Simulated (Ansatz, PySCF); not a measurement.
H2O (SMILES O) and HCl (SMILES Cl) are pulled apart as rigid monomers along the line of their centres of mass, from the B3LYP-D3(BJ)/def2-TZVP minimum. Starting geometry (charge 0, multiplicity 1):
```xyz
5

O      0.041     0.332     0.253
H      0.794     0.848    -0.056
H      0.186    -0.567    -0.061
Cl    -0.313     0.473     3.376
H     -0.212     0.434     2.076
```

Interaction energies with rigid monomers; basis-set methods are counterpoise corrected unless marked otherwise.

Frozen-core correlation. Rows in 6-31G*, STO-3G carry no dispersion term and start afresh at each structure (6-31G* with six Cartesian d functions).

Codes used: Ansatz (Gaussian basis) for Hartree–Fock, density functionals and correlated methods; PySCF for 6-31G* rows, STO-3G rows, the dispersion terms. 

| O1···H5 (Å) | HF/STO-3G (no counterpoise) (meV) | HF/6-31G* (no counterpoise) (meV) | PBE-D3(BJ)/def2-TZVPPD (meV) | B3LYP/def2-TZVPPD (meV) | CCSD/aug-cc-pV(D+d)Z (meV) |
|---|---|---|---|---|---|
| 1.66 | -567.3 | -202.3 | -267.6 | -185.0 | [?] |
| 1.84 | -444.8 | [?] | -286.2 | -221.1 | -187.9 |
| 2.12 | -277.8 | -252.6 | -247.9 | -201.1 | -194.9 |
| 2.58 | -127.4 | -179.4 | -160.6 | -130.8 | -140.1 |
| 3.32 | -53.5 | -89.4 | -74.9 | -60.8 | -69.3 |

Problem. Complete the blanks.

Solution. 
- 1.66, CCSD/aug-cc-pV(D+d)Z (meV): -121.5
- 1.84, HF/6-31G* (no counterpoise) (meV): -263.0

Ansatz is an electronic-structure program.
